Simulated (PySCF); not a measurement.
# Magnetic susceptibility: `O=COCO[SiH3]`, C2H6O3Si

Geometry:
```csv
atom,x (Å),y (Å),z (Å)
O1,-2.064,0.244,1.289
C2,-1.754,0.746,0.254
O3,-1.004,0.207,-0.704
C4,-0.431,-1.067,-0.445
O5,0.812,-0.974,0.112
Si6,1.789,0.336,0.162
H7,-2.065,1.751,-0.077
H8,-0.372,-1.565,-1.422
H9,-1.088,-1.629,0.234
H10,2.929,-0.307,0.790
H11,1.202,1.410,0.966
H12,2.047,0.848,-1.185
```

Level of theory: PySCF, GIAO B97-2/pcSseg-1 magnetisability, rotational g tensor and spin-rotation constants, non-relativistic, gas phase. Geometry: GFN2-xTB.

Q: How diamagnetic is it, and how anisotropic?

A: Isotropic -814 × 10⁻³⁰ J/T², or -49.0 × 10⁻⁶ cm³/mol; principal values -963, -754, -723 × 10⁻³⁰ J/T², anisotropy 226 × 10⁻³⁰ J/T² (root of half the summed squared differences of the principal values). The susceptibility is in cgs units.

Q: Split it along the inertial axes a, b, c into diamagnetic and paramagnetic parts about the centre of mass, with the quadrupole moment.

A: 
```tsv
axis	χ (10⁻⁶ cm³/mol)	diamagnetic (10⁻⁶ cm³/mol)	paramagnetic (10⁻⁶ cm³/mol)	summed x² of all electrons (Å²)	quadrupole Θ (D Å)
a	-51.9	-301.6	249.7	142.4	-1.65
b	-50.9	-726.0	675.1	42.4	+5.30
c	-44.2	-783.7	739.5	28.7	-3.65
```
Anisotropies 2χaa − χbb − χcc = -8.8 and 2χbb − χaa − χcc = -5.6 × 10⁻⁶ cm³/mol. Θ is traceless in Buckingham's convention.

Q: And the rotational g tensor?

A: 
| axis | rotational constant (GHz) | g | nuclear part | electronic part |
| --- | --- | --- | --- | --- |
| a | 5.6490 | -0.0640 | 0.5987 | -0.6627 |
| b | 1.8082 | -0.0249 | 0.5486 | -0.5735 |
| c | 1.6674 | -0.0240 | 0.5553 | -0.5793 |

Asymmetric top; isotopes 12C, 1H, 16O, 28Si; no vibrational averaging.
